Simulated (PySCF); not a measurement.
**Electron correlation in In (indium, neutral)**

[Kr] 4d10 5s2 5d1, 2D determinant (an excited configuration). Calculation: PySCF 2.14, in aug-cc-pVQZ-PP with ECP28MDF (7s7p5d3f2g, 92 functions); scalar relativity through the core potential. Frozen: 4s2 4p6 4d10; 3 electrons correlated.

```json
{"level": "CCSD", "correlation energy (mhartree)": "-41.92"}
{"level": "(T)", "correlation energy (mhartree)": "-1.53"}
{"level": "CCSD(T)", "correlation energy (mhartree)": "-43.45"}
```

Diagnostics: T1 = 0.046, D1 = 0.1128, largest double amplitude 0.165.

Question: Is a single reference adequate?

Answer: Not fully. The outer electron is Rydberg-like, and this basis confines it to a smaller radius and binds it less than a complete one would. T1 exceeds 0.03, a sign that the reference determinant is poor. A double-excitation amplitude exceeds 0.15, a sign of near-degeneracy.
